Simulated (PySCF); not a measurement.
A geometry optimisation, step by step.

Compound: Ta(NEt)(NH2)3, C2H11N4Ta (singlet state).
Bonds: Ta1–N2, Ta1–N10, Ta1–N13, Ta1–N16, N2–C3, C3–C4. Hydrogens: H5, H6 on C3; H7, H8, H9 on C4; H11, H12 on N10; H14, H15 on N13; H17, H18 on N16.

Method: PBE0-D3(BJ)/def2-SVP geometry optimisation, gas phase, def2 core potentials past Kr in PySCF; density fitting, grid level 1; the optimiser is geomeTRIC in internal coordinates, started from a GFN2-xTB structure with every atom displaced at random (about 0.03 Å). The frame can shift and turn from step to step; on so coarse a grid that alone can change the energy by a few meV, and forces under 0.02 eV/Å are noise.

Step 0: E = -9751.9718 eV, largest atomic force 8.910 eV/Å
```
atom  x, y, z in Å  |  force x, y, z in eV/Å
Ta1    -0.029    0.250   -1.141   -3.007   4.333   0.931
N2     -0.166    0.376    0.630    0.043  -0.454  -1.568
C3     -0.204    0.293    2.015    3.615  -0.632   0.858
C4      0.413   -1.085    2.495   -8.520   1.638   2.030
H5      0.525    1.041    2.430   -0.608   0.097  -0.048
H6     -1.165    0.512    2.427   -1.171  -0.052   0.550
H7      0.355   -1.155    3.591    0.154   0.005   0.036
H8     -0.318   -1.827    2.095    0.639  -0.120   0.207
H9      1.305   -1.272    2.177    6.218  -0.971  -2.402
N10     1.839    0.266   -1.636    2.245  -0.144   0.003
H11     2.142    0.258   -2.603    0.085  -0.047  -0.310
H12     2.688    0.274   -1.057   -0.460   0.038  -0.215
N13    -1.097    2.027   -1.795    1.807  -3.065   2.937
H14    -1.475    2.752   -1.201   -0.032   0.086  -0.135
H15    -1.150    2.202   -2.746   -0.357   0.859  -2.374
N16    -1.044   -1.296   -1.715   -0.547  -1.487  -1.496
H17    -1.475   -2.029   -1.189   -0.337  -0.420   0.678
H18    -1.200   -1.571   -2.697    0.234   0.335   0.317
```

Step 1: E = -9752.9727 eV, largest atomic force 3.090 eV/Å
```
atom  x, y, z in Å  |  force x, y, z in eV/Å
Ta1    -0.102    0.351   -1.141    1.442  -2.711   0.348
N2     -0.168    0.408    0.622   -0.084   0.087   0.153
C3     -0.159    0.302    2.032    0.561  -0.291   0.334
C4      0.335   -1.076    2.507   -0.765   0.358  -0.003
H5      0.522    1.066    2.467   -0.205   0.005  -0.068
H6     -1.160    0.490    2.454   -0.117   0.075  -0.019
H7      0.285   -1.143    3.605    0.196   0.026   0.016
H8     -0.330   -1.861    2.112    0.167  -0.020  -0.089
H9      1.355   -1.242    2.154    0.232  -0.171  -0.013
N10     1.870    0.332   -1.682   -0.498   0.013  -0.107
H11     2.180    0.297   -2.654   -0.075   0.020   0.068
H12     2.704    0.344   -1.103   -0.106   0.001   0.111
N13    -1.023    1.909   -1.758   -0.735   1.530  -0.604
H14    -1.387    2.636   -1.158   -0.200   0.294  -0.181
H15    -1.101    2.129   -2.746   -0.183   0.290   0.001
N16    -1.116   -1.315   -1.729    0.306   0.300  -0.045
H17    -1.546   -2.062   -1.187    0.096   0.178   0.018
H18    -1.216   -1.549   -2.717   -0.032   0.015   0.082
```

Step 2: E = -9753.0630 eV, largest atomic force 1.425 eV/Å
```
atom  x, y, z in Å  |  force x, y, z in eV/Å
Ta1    -0.085    0.317   -1.138   -0.612   1.025  -0.484
N2     -0.144    0.370    0.632    0.108  -0.164  -0.200
C3     -0.133    0.275    2.050   -0.169  -0.060   0.081
C4      0.326   -1.092    2.544    0.354   0.053  -0.109
H5      0.528    1.053    2.476   -0.038   0.024  -0.013
H6     -1.147    0.473    2.454    0.080   0.071  -0.089
H7      0.281   -1.141    3.644    0.118   0.015  -0.004
H8     -0.321   -1.890    2.152    0.014  -0.015  -0.094
H9      1.369   -1.278    2.204   -0.379  -0.058   0.190
N10     1.868    0.301   -1.688   -0.512  -0.042  -0.021
H11     2.181    0.273   -2.659   -0.080  -0.005   0.054
H12     2.693    0.311   -1.100    0.009   0.010   0.130
N13    -1.072    2.021   -1.804    0.782  -1.187   0.086
H14    -1.465    2.778   -1.256   -0.007  -0.015   0.064
H15    -1.158    2.248   -2.799   -0.005  -0.031   0.266
N16    -1.080   -1.340   -1.737    0.284   0.239   0.181
H17    -1.503   -2.079   -1.179    0.058   0.138   0.002
H18    -1.194   -1.582   -2.719   -0.006   0.003  -0.038
```

Step 3: E = -9753.1420 eV, largest atomic force 0.725 eV/Å
```
atom  x, y, z in Å  |  force x, y, z in eV/Å
Ta1    -0.091    0.324   -1.146   -0.408   0.599  -0.024
N2     -0.145    0.366    0.620    0.073  -0.123   0.092
C3     -0.137    0.276    2.037   -0.013  -0.028   0.017
C4      0.327   -1.088    2.538    0.037   0.041  -0.023
H5      0.521    1.059    2.457   -0.006   0.026   0.028
H6     -1.150    0.484    2.433    0.018   0.008  -0.001
H7      0.292   -1.134    3.638    0.046  -0.001   0.004
H8     -0.321   -1.885    2.143    0.007  -0.009  -0.023
H9      1.360   -1.293    2.206   -0.110   0.005   0.044
N10     1.832    0.306   -1.685    0.222  -0.029  -0.107
H11     2.144    0.279   -2.653    0.005  -0.003   0.005
H12     2.651    0.314   -1.086   -0.017   0.005   0.023
N13    -1.044    1.984   -1.791    0.244  -0.271  -0.007
H14    -1.437    2.734   -1.232   -0.012  -0.016   0.010
H15    -1.135    2.222   -2.777   -0.030   0.028   0.048
N16    -1.061   -1.315   -1.739   -0.047  -0.263  -0.134
H17    -1.477   -2.045   -1.169   -0.007   0.017   0.054
H18    -1.185   -1.571   -2.717   -0.003   0.016  -0.005
```

Step 4: E = -9753.1502 eV, largest atomic force 0.263 eV/Å
```
atom  x, y, z in Å  |  force x, y, z in eV/Å
Ta1    -0.099    0.333   -1.153    0.007  -0.133   0.227
N2     -0.146    0.361    0.621    0.039  -0.058  -0.155
C3     -0.138    0.275    2.038    0.019   0.027  -0.013
C4      0.325   -1.085    2.544   -0.041  -0.005   0.007
H5      0.519    1.061    2.457   -0.009   0.009   0.010
H6     -1.150    0.487    2.433   -0.009   0.002   0.004
H7      0.297   -1.127    3.645    0.010   0.001   0.000
H8     -0.325   -1.883    2.152    0.005  -0.001   0.005
H9      1.353   -1.296    2.213    0.009   0.002  -0.011
N10     1.833    0.311   -1.695    0.005  -0.004  -0.036
H11     2.155    0.285   -2.660   -0.014   0.002  -0.001
H12     2.647    0.316   -1.089   -0.025   0.001   0.027
N13    -1.035    1.980   -1.788    0.012   0.098  -0.040
H14    -1.428    2.720   -1.216   -0.024   0.006  -0.007
H15    -1.133    2.231   -2.769   -0.029   0.032  -0.010
N16    -1.064   -1.322   -1.752    0.044  -0.022  -0.065
H17    -1.475   -2.047   -1.175    0.001   0.016   0.046
H18    -1.193   -1.582   -2.729    0.000   0.026   0.011
```

Step 5: E = -9753.1523 eV, largest atomic force 0.095 eV/Å
```
atom  x, y, z in Å  |  force x, y, z in eV/Å
Ta1    -0.100    0.331   -1.153   -0.001  -0.050  -0.070
N2     -0.143    0.352    0.616    0.027  -0.048   0.078
C3     -0.137    0.273    2.034   -0.011   0.039  -0.004
C4      0.322   -1.085    2.548    0.005  -0.013   0.003
H5      0.519    1.062    2.450   -0.005  -0.001   0.004
H6     -1.150    0.488    2.426   -0.002   0.001  -0.003
H7      0.298   -1.120    3.649    0.002   0.002  -0.002
H8     -0.327   -1.885    2.161   -0.003   0.002   0.006
H9      1.350   -1.298    2.217   -0.002   0.001  -0.006
N10     1.831    0.308   -1.697   -0.001  -0.001  -0.014
H11     2.155    0.285   -2.662   -0.011   0.000   0.004
H12     2.642    0.312   -1.087   -0.012   0.001   0.015
N13    -1.034    1.985   -1.785    0.023   0.049  -0.017
H14    -1.429    2.721   -1.208   -0.018   0.000  -0.004
H15    -1.137    2.244   -2.764   -0.016   0.010   0.006
N16    -1.059   -1.325   -1.758    0.026  -0.019  -0.018
H17    -1.468   -2.049   -1.175    0.002   0.015   0.017
H18    -1.191   -1.584   -2.733   -0.004   0.013   0.006
```

Step 6: E = -9753.1535 eV, largest atomic force 0.065 eV/Å
```
atom  x, y, z in Å  |  force x, y, z in eV/Å
Ta1    -0.100    0.327   -1.159   -0.027   0.058  -0.012
N2     -0.138    0.337    0.611    0.016  -0.033   0.009
C3     -0.136    0.271    2.031   -0.029   0.031  -0.013
C4      0.319   -1.084    2.557    0.037  -0.012  -0.001
H5      0.519    1.063    2.442    0.004  -0.006   0.003
H6     -1.150    0.491    2.417    0.003  -0.003  -0.005
H7      0.299   -1.108    3.658   -0.006   0.001   0.000
H8     -0.332   -1.886    2.180   -0.010   0.003   0.005
H9      1.346   -1.303    2.226   -0.011   0.002  -0.002
N10     1.829    0.306   -1.704    0.005   0.004   0.002
H11     2.156    0.287   -2.667    0.004  -0.002   0.002
H12     2.635    0.306   -1.087    0.003   0.001  -0.003
N13    -1.031    1.992   -1.781    0.028  -0.008   0.002
H14    -1.431    2.719   -1.195   -0.007  -0.011   0.004
H15    -1.143    2.264   -2.756    0.000  -0.011   0.010
N16    -1.051   -1.329   -1.770    0.000  -0.015   0.014
H17    -1.457   -2.050   -1.181   -0.001   0.005  -0.010
H18    -1.191   -1.586   -2.744   -0.009  -0.004  -0.004
```

Step 7: E = -9753.1538 eV, largest atomic force 0.040 eV/Å
```
atom  x, y, z in Å  |  force x, y, z in eV/Å
Ta1    -0.099    0.326   -1.162   -0.001   0.017  -0.037
N2     -0.135    0.329    0.608    0.005  -0.017   0.021
C3     -0.136    0.270    2.028   -0.011   0.017  -0.002
C4      0.318   -1.083    2.561    0.012  -0.005  -0.002
H5      0.519    1.063    2.437    0.002  -0.003   0.001
H6     -1.150    0.492    2.411    0.000  -0.003  -0.003
H7      0.299   -1.101    3.662   -0.004   0.001   0.000
H8     -0.337   -1.886    2.190   -0.005   0.001   0.005
H9      1.343   -1.306    2.229   -0.001   0.000  -0.004
N10     1.830    0.307   -1.707   -0.001   0.006   0.010
H11     2.159    0.290   -2.670    0.003  -0.003  -0.001
H12     2.635    0.305   -1.088    0.005   0.001  -0.005
N13    -1.029    1.994   -1.777    0.008   0.005   0.009
H14    -1.433    2.713   -1.185   -0.005  -0.007   0.001
H15    -1.144    2.271   -2.749    0.002  -0.009  -0.001
N16    -1.048   -1.331   -1.776    0.000   0.003   0.015
H17    -1.454   -2.050   -1.186   -0.004  -0.004  -0.007
H18    -1.194   -1.587   -2.750   -0.005  -0.001  -0.002
```

Step 8: E = -9753.1540 eV, largest atomic force under 0.02 eV/Å
```
atom  x, y, z in Å  |  force x, y, z in eV/Å
Ta1    -0.097    0.324   -1.165    0.013  -0.007  -0.007
N2     -0.131    0.322    0.606   -0.003  -0.003  -0.004
C3     -0.136    0.269    2.025    0.005   0.001   0.006
C4      0.316   -1.082    2.566   -0.010   0.003  -0.001
H5      0.521    1.062    2.432   -0.001   0.000   0.000
H6     -1.150    0.494    2.406   -0.002   0.000  -0.001
H7      0.297   -1.094    3.667    0.002   0.000   0.000
H8     -0.343   -1.885    2.200    0.000  -0.001   0.002
H9      1.340   -1.310    2.233    0.004  -0.002  -0.002
N10     1.833    0.308   -1.709   -0.005   0.005   0.007
H11     2.162    0.294   -2.672    0.002  -0.003  -0.001
H12     2.638    0.306   -1.090    0.003   0.001  -0.004
N13    -1.027    1.994   -1.771   -0.003   0.007   0.007
H14    -1.436    2.707   -1.176   -0.004  -0.003   0.000
H15    -1.145    2.273   -2.743    0.002  -0.003  -0.006
N16    -1.047   -1.331   -1.781    0.000   0.009   0.009
H17    -1.453   -2.051   -1.192   -0.002  -0.004  -0.005
H18    -1.198   -1.583   -2.755   -0.003   0.000   0.000
```

Q: Summarise the path.

A: The energy falls by 114.07 kJ/mol from step 0 to step 8; nine tenths of that is first reached at step 2. It falls at every step. The largest force goes from 8.910 to under 0.02 eV/Å. Among the bonds Ta1–N13 changes most, from 2.174 to 2.005 Å; the atoms move by 0.080 Å rms after alignment.

Q: Follow the three bonds and two angles with the largest change from start to end.

A: 
```
step  E above end (kJ/mol)  largest force (eV/Å)  Ta1–N13 (Å)  C4–H9 (Å)  Ta1–N10 (Å)  C3–C4–H8 (°)  C4–C3–H5 (°)
   0                114.07                 8.910        2.174      0.965        1.933         102.4         102.4
   1                 17.49                 3.090        1.912      1.092        2.045         109.5         107.3
   2                  8.78                 1.425        2.079      1.113        2.029         111.0         109.0
   3                  1.16                 0.725        2.020      1.104        1.997         110.5         109.2
   4                  0.36                 0.263        1.998      1.100        2.007         110.5         109.2
   5                  0.16                 0.095        2.002      1.101        2.007         110.6         109.3
   6                  0.05                 0.065        2.007      1.101        2.005         110.7         109.4
   7                  0.02                 0.040        2.006      1.101        2.005         110.6         109.3
   8                  0.00            under 0.02        2.005      1.101        2.005         110.6         109.2
```

The cost below is that of the whole optimisation. On one thread of an AMD EPYC 7B13, no GPU (shared host), this took 2.9 min and 0.72 GiB of memory at its peak.
